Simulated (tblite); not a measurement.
C3H9FGeSi.
SMILES with atom numbers: `[F:1][CH2:2][C@H:3]1[CH2:4][GeH2:5][SiH2:6]1` (hydrogens: H7, H8 on C2; H9 on C3; H10, H11 on C4; H12, H13 on Ge5; H14, H15 on Si6)

Computed with GFN2-xTB (tblite), gas phase: L-BFGS steps from a force-field or distance-geometry start until the largest atomic force falls under 0.01 eV/Å.

Step 16: E = -527.0949 eV
```
atom  x, y, z in Å  |  force x, y, z in eV/Å
F1      1.0836   -0.1192    1.6149   -0.030  -0.005   0.014
C2      1.6650    0.1519    0.3874    0.051   0.018   0.034
C3      0.5832    0.2639   -0.6647    0.041   0.088   0.037
C4     -0.2102   -1.0561   -0.7261    0.074  -0.031  -0.016
Ge5    -1.5786   -0.6401    0.6745   -0.106  -0.034   0.089
Si6    -0.8145    1.4516   -0.0566    0.036   0.087   0.035
H7      2.3624   -0.6729    0.1938   -0.048   0.004  -0.013
H8      2.2273    1.0819    0.5171   -0.008   0.036  -0.054
H9      1.0795    0.5073   -1.6083   -0.040  -0.015   0.008
H10    -0.6875   -1.1417   -1.7034   -0.046  -0.041  -0.015
H11     0.4354   -1.9234   -0.6064    0.026  -0.091  -0.002
H12    -1.2760   -1.2312    2.0248    0.025  -0.009   0.010
H13    -2.9611   -1.2061    0.3750    0.007  -0.001  -0.084
H14    -0.4039    2.5713    0.7918    0.062  -0.044  -0.006
H15    -1.5092    1.9708   -1.2357   -0.045   0.039  -0.035
```

Step 17: E = -527.0970 eV
```
atom  x, y, z in Å  |  force x, y, z in eV/Å
F1      1.0835   -0.1163    1.6146   -0.028   0.002   0.015
C2      1.6659    0.1533    0.3868    0.006   0.026   0.040
C3      0.5825    0.2656   -0.6635    0.015   0.039   0.038
C4     -0.2100   -1.0553   -0.7229    0.060  -0.027  -0.029
Ge5    -1.5780   -0.6457    0.6773   -0.094   0.045   0.063
Si6    -0.8153    1.4520   -0.0557    0.003   0.038   0.012
H7      2.3610   -0.6731    0.1959   -0.029   0.002  -0.027
H8      2.2263    1.0841    0.5139    0.013   0.040  -0.043
H9      1.0731    0.5080   -1.6091   -0.011  -0.008  -0.008
H10    -0.6875   -1.1431   -1.6996   -0.059  -0.030  -0.026
H11     0.4326   -1.9234   -0.6048    0.074  -0.116   0.008
H12    -1.2798   -1.2364    2.0286    0.025  -0.012   0.010
H13    -2.9570   -1.2107    0.3654   -0.006  -0.007  -0.072
H14    -0.3935    2.5694    0.7859    0.067  -0.009   0.031
H15    -1.5080    1.9795   -1.2346   -0.035   0.016  -0.011
```

Step 18: E = -527.0986 eV
```
atom  x, y, z in Å  |  force x, y, z in eV/Å
F1      1.0828   -0.1138    1.6147   -0.017   0.013   0.014
C2      1.6668    0.1550    0.3868   -0.034   0.029   0.030
C3      0.5822    0.2676   -0.6621   -0.015  -0.025   0.021
C4     -0.2088   -1.0553   -0.7208    0.027  -0.028  -0.020
Ge5    -1.5793   -0.6492    0.6807   -0.043   0.095   0.013
Si6    -0.8160    1.4531   -0.0547   -0.022  -0.008  -0.013
H7      2.3592   -0.6733    0.1971   -0.013   0.005  -0.033
H8      2.2257    1.0867    0.5104    0.028   0.035  -0.024
H9      1.0678    0.5085   -1.6099    0.012   0.003  -0.011
H10    -0.6886   -1.1449   -1.6968   -0.049  -0.018  -0.012
H11     0.4316   -1.9255   -0.6034    0.086  -0.094   0.010
H12    -1.2826   -1.2410    2.0318    0.019  -0.012   0.010
H13    -2.9538   -1.2148    0.3563   -0.022  -0.012  -0.059
H14    -0.3837    2.5680    0.7818    0.068   0.019   0.058
H15    -1.5077    1.9869   -1.2339   -0.023  -0.004   0.016
```

Question: Estimate the geometry and energy of step 19. (The exact step hangs on the optimiser's Hessian estimate; all steps are aligned on step 18, rigid shifts and turns removed.)

Answer: E = -527.0999 eV, largest force 0.102 eV/Å
```
atom  x, y, z in Å  |  force x, y, z in eV/Å
F1      1.0820   -0.1117    1.6150   -0.005   0.026   0.012
C2      1.6671    0.1569    0.3874   -0.051   0.026   0.011
C3      0.5817    0.2689   -0.6608   -0.036  -0.068  -0.004
C4     -0.2071   -1.0562   -0.7194   -0.009  -0.036   0.001
Ge5    -1.5812   -0.6502    0.6836    0.010   0.097  -0.031
Si6    -0.8169    1.4542   -0.0539   -0.022  -0.026  -0.025
H7      2.3574   -0.6732    0.1975   -0.006   0.016  -0.029
H8      2.2256    1.0894    0.5073    0.029   0.021  -0.006
H9      1.0640    0.5088   -1.6107    0.025   0.008  -0.002
H10    -0.6904   -1.1467   -1.6948   -0.028  -0.010   0.012
H11     0.4324   -1.9288   -0.6024    0.069  -0.044   0.005
H12    -1.2845   -1.2447    2.0345    0.009  -0.006   0.002
H13    -2.9519   -1.2183    0.3480   -0.029  -0.011  -0.044
H14    -0.3748    2.5672    0.7798    0.060   0.023   0.065
H15    -1.5079    1.9925   -1.2330   -0.016  -0.016   0.035
```

The energy changes by -0.0013 eV. The first-order estimate −F·Δx gives -0.0018 eV and the mean of the old and new forces, exact on a quadratic surface, -0.0013 eV. The step makes an angle of 65° with the force vector and moves no atom by more than 0.009 Å.

What follows is the cost of the whole relaxation. Time: 0.47 s of wall time. Hardware: Intel Xeon at 2.70 GHz, one thread, shared host with 64 logical CPUs at a one-minute load of 60.
